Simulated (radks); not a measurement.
Results of a calculation; reference values are marked as such.
Valence configurations of Ta+ (all share [Xe]). Level of theory: Dirac Kohn-Sham, LDA (Slater exchange, Perdew-Wang correlation), spin-unpolarised, spherical densities, finite nucleus; open shells fill j = l - 1/2 first; Fermi nuclear charge, rms radius 5.3507 fm (a radial shooting solver on a logarithmic mesh with Libxc functionals). Energies are relative to 4f14 5d3 6s1; eigenvalues in eV.

valence,E (eV),e(4f5/2),e(4f7/2),e(5d3/2),e(5d5/2),e(6p1/2)
4f14 5d3 6s1,0.000,-32.845,-30.859,-10.933,-,-
4f14 5d3 6s0.5 6p0.5,2.276,-33.445,-31.459,-11.431,-,-7.586
4f14 5d2 6s1 6p1,4.392,-36.737,-34.750,-13.633,-,-8.472
4f14 5d4,1.206,-30.490,-28.506,-9.430,-,-
4f14 5d2.5 6s1.5,-0.336,-34.149,-32.163,-11.765,-,-
4f13 5d3 6s2,23.962,-44.250,-42.177,-14.121,-,-
4f13 5d4 6s1,23.437,-41.353,-39.281,-12.239,-,-
4f12 5d5 6s1,55.119,-50.591,-48.431,-13.628,-12.768,-
4f13.5 5d3.5 6s1,10.829,-37.033,-35.005,-11.591,-,-
4f13 5d3 6s1 6p1,29.025,-45.441,-43.368,-15.124,-,-8.696

NIST lists [Xe] 4f14 5d3 6s1 as the ground configuration; this level of theory puts 4f14 5d2.5 6s1.5 lower, by 0.336 eV. The energies are those of spherical spin-averaged densities, not of single terms.
